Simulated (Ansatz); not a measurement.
## A geometry optimisation of F2HInSi2 with B3LYP-D3(BJ)/def2-SVP

The starting geometry of this gas-phase triplet was optimised with GFN2-xTB as a singlet.

```xyz
6

F    -0.4059   -0.2881    0.9178
F    -1.0799   -2.5855    0.5343
In   -2.5130   -0.7175   -0.6958
Si    0.3739   -1.6551    0.2514
Si    0.2394   -0.5418   -1.7521
H     0.9712   -2.1601    1.4920
```

Question: Where would you expect an optimisation with B3LYP-D3(BJ)/def2-SVP to take it?

Answer: It keeps its bonds.

The energy falls by 0.85 eV over 15 steps:

```json
{"step": "1", "E − E(last) (eV)": "0.848"}
{"step": "3", "E − E(last) (eV)": "0.268"}
{"step": "4", "E − E(last) (eV)": "0.160"}
{"step": "6", "E − E(last) (eV)": "0.067"}
{"step": "7", "E − E(last) (eV)": "0.058"}
{"step": "9", "E − E(last) (eV)": "0.009"}
{"step": "10", "E − E(last) (eV)": "0.004"}
{"step": "12", "E − E(last) (eV)": "0.001"}
{"step": "13", "E − E(last) (eV)": "0.000"}
{"step": "15", "E − E(last) (eV)": "0.000"}
```

Final geometry (Å):

```xyz
6

F     0.1186   -0.3407    1.8100
F    -1.3538   -2.1732    0.7185
In   -2.5122   -1.2772   -1.6374
Si    0.1140   -1.3833    0.5553
Si    0.0843   -0.3551   -1.5900
H     1.1347   -2.4186    0.8912
```

Frequencies at the end are all real (lowest 36 cm⁻¹). Open shells are spin-unrestricted. The triplet needn't be the ground state. Atoms past krypton carry core potentials, without spin–orbit terms. Run with Ansatz 0.2.0, 71 s on 1 thread of Intel(R) Xeon(R) 6975P-C (Granite Rapids), on a shared host.
